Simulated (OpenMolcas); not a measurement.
Ti3+ (d1) among equal point charges was computed by CASSCF with the d shell active (OpenMolcas, ANO-RCC-VDZP on the metal). Its lowest spin-free states, and all those of the highest spin:

| 2S+1 | Degeneracy | E (cm-1) |
| --- | --- | --- |
| 2 | 3 | 0.0 |
| 2 | 2 | 10151 |

Question: Is the site octahedral, tetrahedral or cube-like, axial, or of lower symmetry?

Answer: The states with 2S+1 = 2 have orbital degeneracies 3, 2. Threefold states need a cubic site. For d1 at this spin an octahedron puts the threefold T2 below the twofold E and a tetrahedron or cube puts the twofold E below the threefold T2, so the site is octahedral. The first gap at this spin, 10200 cm-1, is |10Dq| in ligand-field theory. The run had Ti3+ among 6 point charges of -2 e arranged as an octahedron (Oh), 1.89 Å from the ion.

An orbital triplet at a regular site is open to Jahn-Teller coupling, which can distort the site and quench the lowest spin-orbit gaps and is left out. Point charges carry no covalency, so the field is a model and not that of real ligands. No measured value stands beside these numbers.
